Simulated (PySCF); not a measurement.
**Dipole moment and polarisability of `C=C(CC(=O)F)C(=O)F`**

Compound: C₅H₄F₂O₂.
Geometry (GFN2-xTB, Å), atoms numbered from 1 in this order:
```xyz
13
C5H4F2O2 angstrom
C     -0.775    1.196    0.789
C     -0.582    0.160   -0.025
C      0.726   -0.133   -0.708
C      1.857   -0.255    0.265
O      1.887   -0.090    1.430
F      2.995   -0.605   -0.396
C     -1.645   -0.821   -0.299
O     -1.585   -1.796   -0.970
F     -2.814   -0.506    0.316
H      0.010    1.902    0.994
H     -1.720    1.360    1.279
H      0.654   -1.068   -1.274
H      0.989    0.657   -1.419
```

Level: PBE0/def2-SVPD (PySCF), static field, nuclei fixed, core orbitals frozen in the response. The polarisability tensor in these axes (au):

```
x   68.70  0.66 -1.82
y    0.66 64.61 13.87
z   -1.82 13.87 61.64
```

**Question.** Diagonalise the tensor; give its mean and Δα, where Δα² is half the sum of the squared differences of the eigenvalues.

**Answer.** Principal values 49.01, 68.80 and 77.14 au; mean 64.98 au = 9.63 Å³ = 10.71 × 10⁻⁴⁰ C²·m²/J; Δα = 25.02 au (39 % of the mean).

**Question.** What is the dipole moment, and where does it point?

**Answer.** (-0.10, 2.85, -0.80) D, 2.96 D in size, pointing from the negative to the positive side. Measured along this direction, the outermost atoms are O8 at the negative end and H10 at the positive end.

**Question.** Traceless (Buckingham) quadrupole moment about the centre of nuclear charge: eigenvalues?

**Answer.** -14.78, 6.04, 8.74 D·Å. The values depend on the origin, since the dipole doesn't vanish. The electronic extent ⟨r²⟩ about the same centre is 1319 bohr², a root-mean-square distance of 2.33 Å for the 68 electrons.

**Question.** Directions of the eigenvectors, and the extent of the frame along each?

**Answer.** Largest value along (-0.09, 0.74, 0.67), where the nuclei span 3.90 Å; middle along (0.99, 0.13, -0.01), 5.76 Å; least along (0.09, -0.66, 0.74), 2.69 Å. The strongest response doesn't lie along the longest of the three spans.

**Question.** Find the Langevin capture rate constant for O2+ (31.990 u) meeting this molecule (134.018 u), k = 2.342 × 10⁻⁹ cm³/s × √(α in Å³ / reduced mass in u).

**Answer.** The reduced mass is 25.83 u, so k = 1.43 × 10⁻⁹ cm³/s. The formula leaves out the permanent dipole, which adds to the capture rate.

**Question.** In TDDFT the mean static polarisability is Σ f/ω² over all singlet excitations (ω in hartree). How much of it do the 8 lowest give? Their energies (eV) and oscillator strengths: 5.16, 0.0000; 6.05, 0.0197; 6.16, 0.0131; 6.25, 0.2676; 6.86, 0.0030; 7.30, 0.0019; 7.62, 0.0035; 7.66, 0.0133.

**Answer.** They add up to 6.01 au, 9.3 % of the 64.98 au; the largest single term is 5.07 au, from the state at 6.25 eV. Terms in order: 0.00, 0.40, 0.26, 5.07, 0.05, 0.03, 0.04, 0.17 au. Higher excitations give the rest. The strengths listed sum to 0.322.

**Question.** Estimate the molar refractivity from the static electronic polarisability.

**Answer.** Lorentz–Lorenz: R = (4π/3)N_A α = 2.5225 cm³/(mol·Å³) × 9.63 Å³ = 24.3 cm³/mol, in the limit of long wavelengths.

Isolated species at its GFN2-xTB geometry (one conformer only).
